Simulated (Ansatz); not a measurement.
Consider the ligand exchange at the Si–C bond: `NC[SiH](N)N` + CH₃OH → `CO[SiH](N)N` + CH₃NH₂.

Gas-phase electronic energies from Ansatz, PBE0-D4/def2-TZVP geometries. CBS: MP2 limit from def2 TZ/QZ plus the TZ coupled-cluster correction, frozen cores. This one scheme is used for every species. Functionals use def2-TZVPP. B3LYP here is the variant with VWN-RPA as its local correlation; programs differ in this. Each species was taken in one conformer, which may not be the lowest.

(1) Is it downhill or uphill in electronic energy at CCSD(T)/CBS, and by how much? (Best estimate.)

(2) What do these levels give: r2SCAN-D4, PBE0-D4, B3LYP-D4, ωB97X-V, B2PLYP, PBE, r2SCAN, SCS-MP2/def2-TZVPP, CCSD/def2-TZVPP, MP2/def2-QZVPP, MP2/CBS(def2), CCSD/CBS(def2)? (Best estimate.)

Largest T1 diagnostic among the species: 0.010.

Results:

(1) The calculation gave: Downhill: ΔE = -31.2 kcal/mol.

(2) Computed: r2SCAN-D4 -31.1, PBE0-D4 -29.4, B3LYP-D4 -31.5, ωB97X-V -31.1, B2PLYP -32.4, PBE -28.4, r2SCAN -31.2, SCS-MP2/def2-TZVPP -32.5, CCSD/def2-TZVPP -32.0, MP2/def2-QZVPP -31.9, MP2/CBS(def2) -31.7, CCSD/CBS(def2) -31.8 kcal/mol.

In def2-TZVPP, CCSD(T) changes the Hartree–Fock value by +4.5 kcal/mol (the triples alone add +0.6 kcal/mol) and MP2 by +4.1 kcal/mol. From PBE to PBE0 (25 % exact exchange), in def2-TZVPP and without D4, ΔE moves by −1.3 kcal/mol.
